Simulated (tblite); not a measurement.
C5H5FNO (doublet state).
SMILES with atom numbers: `[CH3:1][NH:2][c:3]1[c:4][o:5][c:6]([F:7])[cH:8]1` (hydrogens: H9, H10, H11 on C1; H12 on N2; H13 on C8)
Bond orders are those of one Lewis drawing.

Computed with GFN2-xTB (tblite), gas phase: L-BFGS steps from a force-field or distance-geometry start until the largest atomic force falls under 0.01 eV/Å.

Step 11: E = -676.3541 eV
```
atom  x, y, z in Å  |  force x, y, z in eV/Å
C1     -2.1778   -0.0117   -0.4376    0.019   0.020   0.040
N2     -1.0255    0.3535    0.3415   -0.020   0.022   0.035
C3      0.2314   -0.0030    0.0427   -0.046   0.002   0.009
C4      0.6321   -0.7895   -1.1181    0.057  -0.008   0.001
O5      1.9754   -0.8967   -0.9994   -0.014  -0.012  -0.035
C6      2.3989   -0.2452    0.0935   -0.011   0.003   0.002
F7      3.7031   -0.2459    0.3359   -0.032  -0.016  -0.024
C8      1.3891    0.3369    0.7902   -0.008   0.006  -0.008
H9     -2.2724   -1.0976   -0.5002    0.041   0.015   0.004
H10    -3.0673    0.4042    0.0316    0.014  -0.029  -0.042
H11    -2.0899    0.3707   -1.4566    0.041  -0.012   0.019
H12    -1.1612    0.9147    1.1681   -0.054   0.016   0.000
H13     1.4597    0.9100    1.6907    0.014  -0.009   0.000
```

Step 12: E = -676.3546 eV
```
atom  x, y, z in Å  |  force x, y, z in eV/Å
C1     -2.1751   -0.0118   -0.4369   -0.005   0.009   0.017
N2     -1.0250    0.3548    0.3443   -0.034   0.015   0.022
C3      0.2310   -0.0028    0.0436   -0.043   0.013   0.018
C4      0.6300   -0.7896   -1.1183    0.057   0.011   0.028
O5      1.9727   -0.8961   -1.0004    0.016  -0.012  -0.024
C6      2.3989   -0.2451    0.0931   -0.017  -0.010  -0.020
F7      3.7037   -0.2480    0.3338   -0.051  -0.014  -0.027
C8      1.3895    0.3373    0.7900   -0.015   0.010   0.006
H9     -2.2701   -1.0978   -0.5007    0.052   0.018   0.012
H10    -3.0666    0.4024    0.0290    0.004  -0.018  -0.028
H11    -2.0873    0.3696   -1.4566    0.050  -0.008   0.026
H12    -1.1635    0.9173    1.1700   -0.038   0.003  -0.015
H13     1.4574    0.9102    1.6914    0.024  -0.018  -0.016
```

Problem. Estimate the geometry and energy of step 13. (The exact step hangs on the optimiser's Hessian estimate; all steps are aligned on step 12, rigid shifts and turns removed.)

Solution. E = -676.3553 eV, largest force 0.063 eV/Å
```
atom  x, y, z in Å  |  force x, y, z in eV/Å
C1     -2.1720   -0.0118   -0.4359   -0.027  -0.005  -0.013
N2     -1.0252    0.3564    0.3478   -0.029  -0.002  -0.002
C3      0.2300   -0.0025    0.0450   -0.030   0.023   0.026
C4      0.6283   -0.7895   -1.1180    0.025   0.028   0.042
O5      1.9700   -0.8954   -1.0018    0.038  -0.006  -0.001
C6      2.3982   -0.2450    0.0923   -0.018  -0.020  -0.036
F7      3.7034   -0.2508    0.3306   -0.054  -0.007  -0.022
C8      1.3895    0.3378    0.7899   -0.017   0.008   0.014
H9     -2.2662   -1.0977   -0.5011    0.058   0.009   0.020
H10    -3.0657    0.4001    0.0255   -0.018  -0.003  -0.009
H11    -2.0831    0.3681   -1.4560    0.058   0.001   0.024
H12    -1.1667    0.9205    1.1720   -0.021  -0.001  -0.017
H13     1.4551    0.9102    1.6922    0.036  -0.025  -0.027
```

The energy changes by -0.0006 eV. The first-order estimate −F·Δx gives -0.0009 eV and the mean of the old and new forces, exact on a quadratic surface, -0.0006 eV. The step makes an angle of 63° with the force vector and moves no atom by more than 0.005 Å.

The cost below is that of the whole relaxation. On one thread of an Arm Neoverse V2, shared host with 96 logical CPUs at a one-minute load of 64, this took 0.46 s of wall time.
